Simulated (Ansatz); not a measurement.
The lowest singlet and triplet of SO2 (SMILES O=S=O); geometries from B3LYP-D3(BJ)/def2-TZVP, each state relaxed from the structure named, with no frequency check.
Singlet (charge 0, multiplicity 1):
```xyz
3

O     -1.23051    -0.39238     0.00000
S     -0.00789     0.36567     0.00000
O      1.24628    -0.33896     0.00000
```

A positive gap puts the triplet lower; no zero-point energy. R- takes a restricted singlet. U- takes an unrestricted singlet (broken symmetry where lower, unprojected). The triplet is unrestricted in single-reference levels.

Frozen-core correlation.

Run with Ansatz (Gaussian basis) for Hartree–Fock, density functionals and correlated methods. Values without a source in brackets are computed.

One of these levels gives -235.0 kJ/mol for the gap E(singlet) − E(triplet), vertical, at the singlet's geometry. Which one is it?
A. R-r2SCAN/def2-TZVPP
B. U-MP2/cc-pV(D+d)Z (spin-contaminated)
C. U-wB97M-V/def2-TZVPP
D. R-HF/cc-pV(Q+d)Z

D, R-HF/cc-pV(Q+d)Z. The others give -285.9 (R-r2SCAN/def2-TZVPP), -326.6 (U-wB97M-V/def2-TZVPP), -385.5 (U-MP2/cc-pV(D+d)Z (spin-contaminated))

Doubts at one or more of the structures used: a restricted determinant that unrestricted orbitals would lower (R-HF/cc-pV(Q+d)Z).

Ansatz is a quantum-chemistry and plane-wave program.
